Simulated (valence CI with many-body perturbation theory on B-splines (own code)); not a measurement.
**E1 transitions of Tl48+**

Method: relativistic CI+MBPT: five valence electrons over a frozen Dirac-Fock core [Ar] 3d10, a basis of 9 s, 9 p, 8 d, 6 f, 3 g, 1 h functions for each j, with the one-electron correlation potential Σ1, the two-electron term Σ2, the three-electron term Σ3, Breit, model QED; selected CI, second order for the rest (own B-spline code, finite nucleus).

No measured spectrum was set against this ion. As an estimate, large intervals hold to a few tenths of a per cent, small ones and those within an open d or f shell to about a per cent. Among the levels kept, up to 350 cm⁻¹ of a level comes from second order outside the variational space, and about a tenth of that is noise between levels of different J, which matters for small intervals.

Lines 51 to 100 of 216 in falling wavelength, among levels below 517.81 eV, chosen from the strongest by gf and those to the six lowest levels. Wavelengths and rates use the calculated energies. Electric multipoles are in the length gauge, E1 and E2 with the static RPA response of the core. Weak lines are less certain than strong ones. Lines between different terms over intervals too small for the method are left out, as are lines whose strength nearly cancels. The highest levels of a list are the least certain.

Levels are named by their leading jj configuration (3d3/2^4 stands for four electrons in 3d with j = 3/2), which in mixed levels can hold well under half, so a name can repeat and another be missing. Letters in brackets count levels of one name in rising energy.

```csv
λ vac (Å),Upper,Lower,A (s⁻¹),log gf,Branch %
101.6,(4s 4p1/2^2 4p3/2 4d5/2) J=3/2 [a],(4s^2 4p1/2 4p3/2 4d5/2) J=5/2 [a],2.90e+10,-0.75,8.5
99.89,(4s 4p1/2^2 4p3/2 4d5/2) J=7/2 [a],(4s^2 4p1/2 4p3/2 4d5/2) J=9/2,1.30e+10,-0.81,2.8
99.45,(4s 4p1/2^2 4p3/2 4d5/2) J=3/2 [a],(4s^2 4p1/2 4p3/2 4d5/2) J=3/2 [a],8.80e+09,-1.28,2.6
97.89,(4s 4p1/2^2 4p3/2 4d5/2) J=5/2 [b],(4s^2 4p1/2 4p3/2 4d5/2) J=7/2 [b],3.85e+10,-0.48,3.1
97.55,(4s 4p1/2^2 4p3/2 4d5/2) J=5/2 [b],(4s^2 4p1/2 4p3/2 4d5/2) J=5/2 [b],1.24e+10,-0.97,1.0
95.87,(4s^2 4p1/2 4d3/2^2) J=5/2,(4s^2 4p1/2 4p3/2 4d5/2) J=7/2 [b],8.81e+08,-2.14,0.1
95.59,(4s 4p1/2^2 4p3/2 4d3/2) J=3/2 [b],(4s^2 4p1/2 4p3/2 4d3/2) J=1/2 [a],5.93e+09,-1.49,1.1
95.55,(4s^2 4p1/2 4d3/2^2) J=5/2,(4s^2 4p1/2 4p3/2 4d5/2) J=5/2 [b],9.67e+08,-2.10,0.1
95.47,(4s 4p1/2^2 4p3/2 4d3/2) J=3/2 [b],(4s^2 4p1/2 4p3/2 4d3/2) J=3/2 [a],2.94e+09,-1.79,0.5
95.46,(4s 4p1/2^2 4p3/2^2) J=3/2,(4s^2 4p1/2 4p3/2^2) J=5/2,4.64e+10,-0.60,4.5
94.97,(4s 4p1/2^2 4p3/2 4d3/2) J=3/2 [b],(4s^2 4p1/2 4p3/2 4d3/2) J=5/2 [a],2.37e+10,-0.89,4.3
94.82,(4s 4p1/2 4p3/2^3) J=1/2,(4s^2 4p3/2^3) J=3/2,3.55e+10,-1.02,1.8
94.57,(4s 4p1/2^2 4p3/2 4d5/2) J=7/2 [a],(4s^2 4p1/2 4p3/2 4d5/2) J=7/2 [a],6.52e+09,-1.16,1.4
94.06,(4s^2 4p3/2^3) J=3/2,(4s^2 4p1/2^2 4d3/2) J=3/2,3.77e+06,-4.70,5.3
93.98,(4s 4p1/2 4p3/2^3) J=3/2 [b],(4s^2 4p3/2^3) J=3/2,2.76e+10,-0.83,1.5
93.89,(4s 4p1/2^2 4p3/2 4d5/2) J=7/2 [b],(4s^2 4p1/2 4p3/2 4d5/2) J=9/2,3.10e+10,-0.48,3.0
92.65,(4s 4p1/2^2 4p3/2 4d3/2) J=5/2 [b],(4s^2 4p1/2 4p3/2 4d3/2) J=7/2,4.43e+10,-0.47,3.3
92.47,(4s 4p1/2^2 4p3/2^2) J=1/2,(4s^2 4p1/2 4p3/2^2) J=3/2,8.77e+07,-3.65,0.0
91.12,(4s 4p1/2^2 4p3/2^2) J=3/2,(4s^2 4p1/2 4p3/2^2) J=3/2,1.56e+10,-1.11,1.5
89.85,(4s 4p1/2^2 4p3/2 4d3/2) J=1/2 [b],(4s^2 4p1/2 4p3/2 4d3/2) J=1/2 [a],7.22e+09,-1.76,0.7
89.85,(4s 4p1/2^2 4p3/2 4d5/2) J=3/2 [b],(4s^2 4p1/2 4p3/2 4d5/2) J=5/2 [a],1.01e+10,-1.31,1.0
89.74,(4s 4p1/2^2 4p3/2 4d3/2) J=1/2 [b],(4s^2 4p1/2 4p3/2 4d3/2) J=3/2 [a],3.37e+10,-1.09,3.5
89.17,(4s 4p1/2^2 4p3/2 4d5/2) J=7/2 [b],(4s^2 4p1/2 4p3/2 4d5/2) J=7/2 [a],1.39e+10,-0.88,1.3
88.90,(4s 4p1/2^2 4p3/2 4d3/2) J=5/2 [b],(4s^2 4p1/2 4p3/2 4d3/2) J=3/2 [a],3.83e+09,-1.57,0.3
86.57,(4s 4p1/2^2 4p3/2 4d5/2) J=5/2 [b],(4s^2 4p1/2 4p3/2 4d5/2) J=3/2 [a],3.17e+09,-1.67,0.3
78.90,(4s 4p1/2^2 4p3/2 4d3/2) J=5/2 [a],(4s 4p1/2^2 4p3/2^2) J=3/2,4.61e+09,-1.59,8.1
78.77,(4s 4p1/2^2 4p3/2 4d5/2) J=7/2 [a],(4s^2 4p1/2 4p3/2 4d3/2) J=7/2,9.94e+08,-2.13,0.2
78.55,(4s 4p1/2^2 4p3/2 4d3/2) J=3/2 [a],(4s 4p1/2^2 4p3/2^2) J=3/2,5.22e+09,-1.71,5.4
78.47,(4s 4p1/2^2 4p3/2 4d3/2) J=1/2 [a],(4s 4p1/2^2 4p3/2^2) J=3/2,1.09e+10,-1.69,23.6
77.70,(4s^2 4p1/2 4d3/2^2) J=5/2,(4s^2 4p1/2 4p3/2 4d3/2) J=3/2 [b],3.24e+09,-1.75,0.3
77.57,(4s 4p1/2^2 4p3/2 4d3/2) J=3/2 [a],(4s 4p1/2^2 4p3/2^2) J=1/2,6.94e+09,-1.60,7.2
77.49,(4s 4p1/2^2 4p3/2 4d3/2) J=1/2 [a],(4s 4p1/2^2 4p3/2^2) J=1/2,6.13e+09,-1.96,13.2
76.84,(4s^2 4p1/2 4d3/2^2) J=5/2,(4s^2 4p1/2 4p3/2 4d3/2) J=5/2 [b],6.81e+09,-1.44,0.6
76.00,(4s 4p1/2^2 4p3/2 4d5/2) J=3/2 [a],(4s^2 4p1/2 4p3/2 4d3/2) J=5/2 [a],2.26e+09,-2.11,0.7
75.17,(4s^2 4p1/2 4p3/2 4d3/2) J=3/2 [a],(4s^2 4p1/2 4p3/2^2) J=1/2,4.58e+09,-1.81,3.7
75.09,(4s^2 4p1/2 4p3/2 4d3/2) J=1/2 [a],(4s^2 4p1/2 4p3/2^2) J=1/2,4.02e+09,-2.17,24.0
72.04,(4s^2 4p1/2 4p3/2 4d3/2) J=5/2 [a],(4s^2 4p1/2 4p3/2^2) J=5/2,1.23e+10,-1.24,77.9
71.76,(4s 4p1/2^2 4p3/2 4d3/2) J=3/2 [b],(4s 4p1/2^2 4p3/2^2) J=3/2,1.59e+10,-1.31,2.9
71.75,(4s^2 4p1/2 4p3/2 4d3/2) J=3/2 [a],(4s^2 4p1/2 4p3/2^2) J=5/2,1.38e+10,-1.37,11.0
70.94,(4s 4p1/2^2 4p3/2 4d3/2) J=3/2 [b],(4s 4p1/2^2 4p3/2^2) J=1/2,4.38e+09,-1.88,0.8
70.54,(4s 4p1/2^2 4p3/2 4d3/2) J=5/2 [a],(4s 4p1/2^2 4p3/2^2) J=5/2,1.91e+10,-1.07,33.7
70.26,(4s 4p1/2^2 4p3/2 4d3/2) J=3/2 [a],(4s 4p1/2^2 4p3/2^2) J=5/2,3.28e+10,-1.01,33.8
69.64,(4s^2 4p1/2 4d3/2^2) J=5/2,(4s^2 4p1/2 4p3/2 4d3/2) J=7/2,3.37e+09,-1.83,0.3
69.54,(4s^2 4p1/2 4p3/2 4d3/2) J=5/2 [a],(4s^2 4p1/2 4p3/2^2) J=3/2,6.43e+07,-3.55,0.4
69.48,(4s^2 4p1/2 4p3/2 4d3/2) J=7/2,(4s^2 4p1/2 4p3/2^2) J=5/2,1.54e+09,-2.05,99.9
69.27,(4s^2 4p1/2 4p3/2 4d3/2) J=3/2 [a],(4s^2 4p1/2 4p3/2^2) J=3/2,8.03e+09,-1.64,6.4
69.21,(4s^2 4p1/2 4p3/2 4d3/2) J=1/2 [a],(4s^2 4p1/2 4p3/2^2) J=3/2,9.61e+09,-1.86,57.2
69.17,(4s^2 4p1/2^2 4d3/2) J=3/2,(4s^2 4p1/2^2 4p3/2) J=3/2,2.45e+10,-1.15,100.0
68.48,(4s 4p1/2^2 4p3/2 4d3/2) J=1/2 [b],(4s 4p1/2^2 4p3/2^2) J=3/2,1.94e+10,-1.56,2.0
68.24,(4s 4p1/2^2 4p3/2 4d5/2) J=5/2 [b],(4s^2 4p1/2 4p3/2 4d3/2) J=5/2 [a],2.38e+09,-2.00,0.2
```

**Question.** How does gf follow from A for the line at 71.76 Å?

**Answer.** gf = 1.4992 × (2J+1)_upper × A / σ², with σ = 1393535 cm⁻¹ and 2J+1 = 4: gf = 0.0491.
